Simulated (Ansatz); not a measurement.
Calculated with Ansatz (gas phase, PBE0-D4/def2-TZVP geometries, no zero-point term in ΔE). CBS: MP2 limit from def2 TZ/QZ plus the TZ coupled-cluster correction, frozen cores. This one scheme is used for every species. Functionals use def2-TZVPP. B3LYP here is the variant with VWN-RPA as its local correlation; programs differ in this. One conformer a species, not always the lowest.

`BB(O)S` + `C[Si](C)(F)S` → `B[Si](C)(C)F` + `OB(S)S`  (redistribution)

| level | ΔE (kJ/mol) | difference from CCSD(T)/CBS |
| --- | --- | --- |
| PBE-D4 | 12.1 | -0.7 |
| B3LYP-D4 | 13.8 | 1.0 |
| ωB97M-V | 15.0 | 2.2 |
| B2PLYP | 12.4 | -0.4 |
| PBE | 11.3 | -1.5 |
| MP2/def2-TZVPP | 11.7 | -1.1 |
| CCSD/def2-TZVPP | 10.6 | -2.2 |
| CCSD(T)/def2-TZVPP | 10.3 | -2.5 |
| HF/def2-QZVPP | 13.1 | 0.3 |
| HF/CBS(def2) | 13.2 | 0.4 |
| CCSD(T)/CBS | 12.8 | 0 |

Largest T1 diagnostic among the species: 0.014.
